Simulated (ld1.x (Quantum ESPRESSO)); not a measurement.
**Plane-wave convergence, RRKJ potential for gallium (Ga)**

* Element: Ga (Z = 31)
* Generator: ld1.x (Quantum ESPRESSO) 7.5
* Type: norm-conserving RRKJ (Kleinman–Bylander form)
* Functional: LDA (PZ)
* Relativity: scalar-relativistic
* Frozen core: [Ar] 3d10
* Valence charge: 3
* Reference configuration: 4s1.5 4p1.5
* Partial waves: 4p (bound): rc 1.90 bohr; 4s (bound): rc 1.60 bohr
* Local potential: the s channel
* Core correction: none

The pseudo-atom Hamiltonian at the reference potential is diagonalised in spherical Bessel functions j_l(qr) that vanish at 20 bohr, with q² up to the cutoff. All-electron valence levels (Ry): 4p -0.2306, 4s -0.7168.

Q: How do the lowest levels (Ry) of each channel move with the cutoff, and are there ghosts?

A:

```json
{"cutoff (Ry)": "8", "p #1": "-0.2203", "p #2": "0.0257", "s #1": "-0.6887", "d #1": "0.0479", "d #2": "0.1263", "f #1": "0.1047", "Σ f·Δε (mRy)": "57.5"}
{"cutoff (Ry)": "10", "p #1": "-0.2224", "p #2": "0.0255", "s #1": "-0.7035", "d #1": "0.0479", "d #2": "0.1263", "f #1": "0.1047", "Σ f·Δε (mRy)": "32.1"}
{"cutoff (Ry)": "15", "p #1": "-0.2277", "p #2": "0.0249", "s #1": "-0.7111", "d #1": "0.0479", "d #2": "0.1262", "f #1": "0.1047", "Σ f·Δε (mRy)": "12.7"}
{"cutoff (Ry)": "18", "p #1": "-0.2289", "p #2": "0.0248", "s #1": "-0.7113", "d #1": "0.0479", "d #2": "0.1262", "f #1": "0.1047", "Σ f·Δε (mRy)": "10.7"}
{"cutoff (Ry)": "25", "p #1": "-0.2302", "p #2": "0.0246", "s #1": "-0.7133", "d #1": "0.0479", "d #2": "0.1261", "f #1": "0.1047", "Σ f·Δε (mRy)": "5.7"}
{"cutoff (Ry)": "30", "p #1": "-0.2305", "p #2": "0.0246", "s #1": "-0.7151", "d #1": "0.0479", "d #2": "0.1261", "f #1": "0.1047", "Σ f·Δε (mRy)": "2.6"}
{"cutoff (Ry)": "40", "p #1": "-0.2306", "p #2": "0.0246", "s #1": "-0.7165", "d #1": "0.0479", "d #2": "0.1261", "f #1": "0.1047", "Σ f·Δε (mRy)": "0.5"}
{"cutoff (Ry)": "45", "p #1": "-0.2306", "p #2": "0.0246", "s #1": "-0.7165", "d #1": "0.0479", "d #2": "0.1261", "f #1": "0.1047", "Σ f·Δε (mRy)": "0.4"}
{"cutoff (Ry)": "400", "p #1": "-0.2306", "p #2": "0.0246", "s #1": "-0.7168", "d #1": "0.0479", "d #2": "0.1261", "f #1": "0.1047", "Σ f·Δε (mRy)": "0.0"}
```

Result: no extra level below or beside the all-electron valence levels (p, s, d, f tested); 10 mRy is reached at 21 Ry and 1 mRy at 35 Ry.
